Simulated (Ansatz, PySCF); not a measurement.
Gas-phase reaction R1 → P1 + P2, each structure at its B3LYP-D3(BJ)/def2-TZVP stationary point, reached from a drawn start (curvature not checked).
R1, Cl6Te (SMILES Cl[Te](Cl)(Cl)(Cl)(Cl)Cl) (charge 0, multiplicity 1):
```xyz
7

Te     0.000     0.000     0.000
Cl     2.366     0.000     0.000
Cl    -2.366     0.000     0.000
Cl     0.000     2.366     0.000
Cl     0.000    -2.366     0.000
Cl     0.000     0.000     2.366
Cl     0.000     0.000    -2.366
```
P1, Cl4Te (SMILES Cl[Te](Cl)(Cl)Cl) (charge 0, multiplicity 1):
```xyz
5

Te     0.000    -0.595     0.000
Cl     0.000    -0.599     2.463
Cl     0.000    -0.599    -2.463
Cl     1.784     0.896     0.000
Cl    -1.784     0.896     0.000
```
P2, Cl2 (SMILES ClCl) (charge 0, multiplicity 1):
```xyz
2

Cl     0.0000     0.0000     1.0068
Cl     0.0000     0.0000    -1.0068
```

P less R. No zero-point or thermal terms; no spin–orbit coupling.

The values were computed with Ansatz (Gaussian orbitals); PySCF for the D3/D4 terms. No computed number here is a measurement. Elements past Kr take the def2 small-core potentials, without spin–orbit coupling.

Q: What reaction energy does BHLYP-D4/def2-TZVPP give?

A: 0.30 eV

Q: Give the reaction energy at the level PBE/def2-TZVPP.

A: 0.07 eV

Q: What is the computed reaction energy (wB97X-V/def2-TZVPP)?

A: 0.38 eV

Ansatz is a first-principles code.
